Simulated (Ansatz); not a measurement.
Job for Ansatz (an electronic-structure program): R-B3LYP/aug-cc-pVTZ on CH4Be (SMILES [BeH][CH3]), a point of a bond scan (R = 1.332 Å).

Ansatz 0.2 input:
```yaml
crystal:
  periodic: [false, false, false]
  atoms:
    - {symbol: Be, position_ang: [-0.93852540, -0.49476050, -0.13416384]}
    - {symbol: H, position_ang: [-2.10724892, -1.11087408, -0.30123490]}
    - {symbol: C, position_ang: [0.53116533, 0.28001333, 0.07593101]}
    - {symbol: H, position_ang: [1.01548029, -0.00621365, 1.01576467]}
    - {symbol: H, position_ang: [0.42177910, 1.36971531, 0.09486335]}
    - {symbol: H, position_ang: [1.23709912, 0.04633441, -0.72832381]}
basis:
  gaussian:
    orbitals: aug-cc-pVTZ
    pivot_positions_ang: [[-0.93852540, -0.49476050, -0.13416384], [-2.10724892, -1.11087408, -0.30123490], [0.53116533, 0.28001333, 0.07593101], [1.01548029, -0.00621365, 1.01576467], [0.42177910, 1.36971531, 0.09486335], [1.23709912, 0.04633441, -0.72832381]]
hamiltonian:
  xc: {name: B3LYP}
scf: {lower_state_search: off}
output: {orbitals: {seedname: ./end}}
```

The head of its log:

```
WARN ansatz: RAYON_NUM_THREADS=1 ignored (pool sized by the plan → 1); use --threads N
Functional definition: B3LYP
these checks for a lower state are left out or cut short: stability, starts, cluster_reference, orbital_swaps, neighbouring_geometries, increment
integrals: 0.04 GiB planned
639 factors; their error is unknown
mean field: 0.66 GiB planned
mean field evaluation 1: about -1496.4510 eV, gradient 5.9e1 eV
mean field evaluation 2: about -1491.3289 eV, gradient 6.7e1 eV
```

### Question
Give the final energy of this run.

### Answer
-55.2767 hartree.
